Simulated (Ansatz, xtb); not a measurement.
**Isomers of C2H10GeOSi in order of energy**

4 gas-phase structures of C2H10GeOSi, from a drawn sample of its isomers (lower ones may exist). Each was relaxed with GFN2-xTB; where two conformers were screened, the lower at r2SCAN-D4/def2-SVP//GFN2-xTB is listed:

A. `C[O][GeH2][SiH2]C`, a singlet
B. `CO[SiH2][GeH2][CH3]`, a singlet
C. `CO[Si@@H](C)[GeH3]`, a singlet
D. `C[O][Ge@@H]([CH3])[SiH3]`, a singlet

Which do you expect lowest at r2SCAN-D4/def2-SVP//GFN2-xTB, and how would the others follow?

Calculated order at r2SCAN-D4/def2-SVP//GFN2-xTB: C (0.0), B (6.1), D (14.5), A (14.8) kcal/mol. Less than 1 kcal/mol parts D and A, so the order within that pair means little.

Energies above the lowest of each column, in kcal/mol; the last columns are at r2SCAN-D4/def2-SVP geometries:

```json
{"structure": "C", "GFN2-xTB": "3.4", "HF/STO-3G": "0.0", "r2SCAN-D4/def2-SVP//GFN2-xTB": "0.0", "r2SCAN-D4/def2-SVP": "0.0", "CCSD(T)/def2-SVP + ΔMP2/def2-TZVPP": "0.0"}
{"structure": "B", "GFN2-xTB": "0.0", "HF/STO-3G": "5.1", "r2SCAN-D4/def2-SVP//GFN2-xTB": "6.1", "r2SCAN-D4/def2-SVP": "6.3", "CCSD(T)/def2-SVP + ΔMP2/def2-TZVPP": "4.4"}
{"structure": "D", "GFN2-xTB": "18.9", "HF/STO-3G": "8.8", "r2SCAN-D4/def2-SVP//GFN2-xTB": "14.5", "r2SCAN-D4/def2-SVP": "16.5", "CCSD(T)/def2-SVP + ΔMP2/def2-TZVPP": "16.5"}
{"structure": "A", "GFN2-xTB": "20.0", "HF/STO-3G": "9.1", "r2SCAN-D4/def2-SVP//GFN2-xTB": "14.8", "r2SCAN-D4/def2-SVP": "16.1", "CCSD(T)/def2-SVP + ΔMP2/def2-TZVPP": "16.6"}
```

CCSD(T)/def2-SVP + ΔMP2/def2-TZVPP puts C lowest; GFN2-xTB picks B. Flexible structures stand in one conformer each, not always the lowest. ΔMP2 is the change of the MP2 energy from the smaller to the larger basis.

Over these structures GFN2-xTB departs from r2SCAN-D4/def2-SVP//GFN2-xTB by 3.9 kcal/mol on average once a common shift is removed. A GFN2-xTB relaxation took about 0.39 s and the r2SCAN-D4/def2-SVP//GFN2-xTB energy about 5.3 s on a shared host (Ansatz 0.2.0, xtb 6.7.1).
